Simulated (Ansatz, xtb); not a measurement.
## Relative energy of two isomers of C5H5ClN2

We compare I, `Nc1cnccc1Cl`, a singlet, with II, `Nc1ccc(Cl)nc1`, a singlet. Both are isolated molecules in the gas phase, relaxed with r2SCAN-D4/def2-SVP; the shapes shown needn't be the lowest conformers.

I (Å):

```yaml
atoms:
  - { symbol: C, position_ang: [-0.6556, -0.4607, -1.4373] }
  - { symbol: C, position_ang: [-1.1251, -0.8105, -0.1481] }
  - { symbol: C, position_ang: [0.0756, 0.8301, 0.9012] }
  - { symbol: C, position_ang: [0.6205, 1.2741, -0.3071] }
  - { symbol: C, position_ang: [0.2492, 0.6205, -1.4783] }
  - { symbol: Cl, position_ang: [0.9017, 1.1163, -3.0198] }
  - { symbol: N, position_ang: [-1.0887, -1.1019, -2.5685] }
  - { symbol: N, position_ang: [-0.7786, -0.1951, 0.9752] }
  - { symbol: H, position_ang: [-1.5039, -2.0175, -2.4495] }
  - { symbol: H, position_ang: [-0.5276, -0.9829, -3.4043] }
  - { symbol: H, position_ang: [-1.8304, -1.6502, -0.0616] }
  - { symbol: H, position_ang: [0.3459, 1.3243, 1.8418] }
  - { symbol: H, position_ang: [1.3228, 2.1099, -0.3445] }
```

II (Å):

```yaml
atoms:
  - { symbol: C, position_ang: [-0.6058, -0.1430, -1.6567] }
  - { symbol: C, position_ang: [-0.9261, -0.7610, -0.4304] }
  - { symbol: C, position_ang: [-0.2675, -0.3711, 0.7303] }
  - { symbol: C, position_ang: [0.7020, 0.6354, 0.6265] }
  - { symbol: C, position_ang: [0.3877, 0.8588, -1.6181] }
  - { symbol: Cl, position_ang: [1.5469, 1.1445, 2.0758] }
  - { symbol: N, position_ang: [-1.1903, -0.5287, -2.8444] }
  - { symbol: N, position_ang: [1.0177, 1.2295, -0.5057] }
  - { symbol: H, position_ang: [-2.0879, -0.9942, -2.7845] }
  - { symbol: H, position_ang: [-1.1238, 0.1249, -3.6159] }
  - { symbol: H, position_ang: [-1.6874, -1.5470, -0.3930] }
  - { symbol: H, position_ang: [-0.4936, -0.8292, 1.6952] }
  - { symbol: H, position_ang: [0.6768, 1.3747, -2.5444] }
```

Energies in hartree; the thermal terms are from GFN2-xTB frequencies at re-optimised GFN2-xTB minima (ideal gas, soft modes damped towards free rotors, one conformer each, 298.15 K, 1 atm) and include the zero-point energy:

|  | I | II |
| --- | --- | --- |
| E, CCSD(T)/def2-SVP | −761.466900 | −761.466999 |
| E, MP2/def2-SVP | −761.378776 | −761.378980 |
| E, MP2/def2-TZVPP | −762.145172 | −762.144748 |
| zero-point energy | 0.092060 | 0.092044 |
| H(298 K) − E | 0.100080 | 0.100074 |
| G(298 K) − E | 0.060582 | 0.060535 |

**Question.** Correct the CCSD(T) difference for the basis set by the MP2 change, then work out ΔE, ΔE₀, ΔH and ΔG for I → II in kJ/mol (1 Eh = 2625.50 kJ/mol) and the equilibrium ratio [II]/[I].

**Answer.** 1. Differences II − I: CCSD(T) −0.000099, MP2 in the small set −0.000204, MP2 in the large set +0.000424 Eh.
2. ΔE = −0.000099 + (+0.000424 − (−0.000204)) = +0.000529 Eh = +1.39 kJ/mol.
3. ΔE₀ = ΔE + ΔZPE = +0.000529 + (−0.000016) Eh = +1.35 kJ/mol.
4. ΔH = ΔE + (−0.000006) Eh = +1.37 kJ/mol.
5. ΔG = ΔE + (−0.000047) Eh = +1.27 kJ/mol, so ΔS = (ΔH − ΔG)/T = +0.4 J/(mol K).
6. kT = 0.9442 mEh, so K = [II]/[I] = exp(−ΔG/kT) = exp(−0.51) ≈ 0.6.

The two are too close for this level to say which is favoured. An error of 4 kJ/mol in ΔG would change K by a factor of 5. Mirror images and further conformers aren't counted.

As drawn, both hold the same kinds of bond in the same numbers.

Other levels gave ΔE = −0.2 (GFN2-xTB); −2.5 (HF/STO-3G, GFN2-xTB geometries); −0.9 (r2SCAN-D4/def2-SVP//GFN2-xTB); −1.5 (r2SCAN-D4/def2-SVP); −3.6 (HF/def2-SVP); −0.5 (MP2/def2-SVP); −0.3 (CCSD(T)/def2-SVP) kJ/mol. The correlated steps freeze 12 core orbitals. Programs: Ansatz 0.2.0, xtb 6.7.1.
